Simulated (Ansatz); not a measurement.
Coupled-cluster run, C2H6FNSi2.

```yaml
crystal:
  periodic: [false, false, false]
  atoms:
    - {symbol: C, position_ang: [0.202527, -0.423747, 1.820532]}
    - {symbol: Si, position_ang: [1.105558, -0.179429, 0.209480]}
    - {symbol: C, position_ang: [-0.102846, 0.553447, -1.017662]}
    - {symbol: N, position_ang: [-0.507728, 0.155882, -2.162309]}
    - {symbol: Si, position_ang: [-1.542166, 1.686519, -1.697601]}
    - {symbol: F, position_ang: [-2.781215, 0.916752, -0.946225]}
    - {symbol: H, position_ang: [0.875558, -0.825536, 2.580967]}
    - {symbol: H, position_ang: [-0.630305, -1.118689, 1.695553]}
    - {symbol: H, position_ang: [-0.197926, 0.526619, 2.178790]}
    - {symbol: H, position_ang: [1.657390, -1.461912, -0.317963]}
    - {symbol: H, position_ang: [-0.210693, -0.693871, -2.641726]}
    - {symbol: H, position_ang: [2.208749, 0.808764, 0.332165]}
basis:
  gaussian: {orbitals: def2-SVP}
correlation: {method: ccsd_t}
```

```sh
$ ansatz run in.yaml --threads 4 --pin off --events-out ev --progress --plain --max-ram 10444MiB
```

The program prints (abridged):

```
Functional definition: HF
1206 factors; integrals over basis functions are off by at most 1.2e-3 eV
mean field evaluation 1: about -22054.7564 eV, gradient 3.6e1 eV
mean field evaluation 2: about -22054.7595 eV, gradient 3.6e1 eV
mean field evaluation 4: about -22058.0981 eV, gradient 3.9e0 eV
mean field evaluation 8: about -22058.1599 eV, gradient 1.3e-1 eV
mean field evaluation 16: about -22058.1517 eV, gradient 1.1e0 eV
mean field -22058.15997052 eV, -810.6224273587 hartree, gradient 1.9e-6 eV, S^2 0.000000; 0 other end points of the search recorded, 0 dependent functions left out
14 core orbitals not correlated: weight in the atoms' cores, before any rotation towards them, 1.000 or more for the frozen orbitals, at most 0.000 for the correlated occupied ones
reference -22058.15997052 eV, -810.6224273587 hartree; 17, 17 occupied and 91, 91 virtual orbitals, 1206 factors
second order -21.67604496 eV of doubles, -0.00000000 eV of singles
cycle   1  -22.41072422 eV  change   -7.3e-1 eV  update   1.2e-1
cycle   2  -23.06641234 eV  change   -6.6e-1 eV  update   3.9e-2
cycle   3  -23.23140735 eV  change   -1.6e-1 eV  update   2.1e-2
cycle   4  -23.22571241 eV  change    5.7e-3 eV  update   5.6e-3
cycle   5  -23.22314034 eV  change    2.6e-3 eV  update   2.5e-3
cycle   6  -23.22384842 eV  change   -7.1e-4 eV  update   9.0e-4
cycle   7  -23.22361466 eV  change    2.3e-4 eV  update   3.7e-4
cycle   8  -23.22349816 eV  change    1.2e-4 eV  update   1.6e-4
cycle   9  -23.22353412 eV  change   -3.6e-5 eV  update   8.7e-5
cycle  10  -23.22352305 eV  change    1.1e-5 eV  update   4.1e-5
perturbative correction -0.72242809 eV, -0.0265487427 hartree
Total energy: -22082.10592166 eV, -811.5024248320 hartree
```

It took 9.5 s on 4 threads of an Arm Neoverse V2 on a shared host, with 0.68 GiB of host memory at the peak.

The correlation energy is -23.946 eV, 3.0 % of it from (T); the T1 diagnostic reads 0.0147.
